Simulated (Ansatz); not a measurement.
Compare A (`C=C(C)[SiH3]`) with its isomer B (`CC[Si]C`).

Gas-phase electronic energies from Ansatz, PBE0-D4/def2-TZVP geometries. CCSD(T)/CBS is the MP2 limit (def2-TZVPP, def2-QZVPP) plus CCSD(T) − MP2 in def2-TZVPP, frozen cores. Functionals use def2-TZVPP. B3LYP here is the variant with VWN-RPA as its local correlation; programs differ in this. One conformer a species, not always the lowest.

Question: Which is lower in electronic energy at CCSD(T)/CBS, and by how much? (An estimate is asked.)

Answer: Computed: A, by 14.9 kcal/mol.

Question: Give E(B) − E(A) in kcal/mol with B3LYP-D4, HF/def2-TZVPP, CCSD(T)/def2-SVP, CCSD/def2-TZVPP, ωB97M-V, LDA (SPW92), B2PLYP. (Best estimate.)

Answer: The calculation gave: B3LYP-D4 15.5, HF/def2-TZVPP 20.0, CCSD(T)/def2-SVP 16.1, CCSD/def2-TZVPP 14.5, ωB97M-V 12.6, LDA (SPW92) 11.8, B2PLYP 16.1. None reverses the order clearly.

Question: Does the order hold for the free energy at 298.15 K (harmonic terms from PBE0-D4)? (Best estimate.)

Answer: Computed: Yes: G(B) − G(A) = +17.2 kcal/mol, for one conformer each.

Largest T1 diagnostic: 0.011.

From BLYP to BHLYP (50 % exact exchange), in def2-TZVPP and without D4, E(B) − E(A) moves by +0.7 kcal/mol. Leaving LDA and LC-ωPBE aside and taking each functional with its dispersion term where it has one, the values, not all of them listed here, spread over 3.6 kcal/mol, from ωB97M-V to BHLYP-D4. LDA lies −1.3 kcal/mol from PBE without D4.
